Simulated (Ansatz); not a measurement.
C₂H₃IO (`O/C=C\I`), charge 0, multiplicity 1.

Give a relaxed structure at PBE0-D4/def2-TZVP (Ansatz). (Estimate.)

Computed: 
Z-matrix (Å, degrees):
```
C
C 1 1.329
O 1 1.337 2 127.7
H 1 1.085 2 120.1 3 -180.0
I 2 2.075 1 121.2 3 -0.0
H 2 1.078 1 122.8 3 180.0
H 3 0.970 1 108.7 2 0.0
```
Point group Cs.
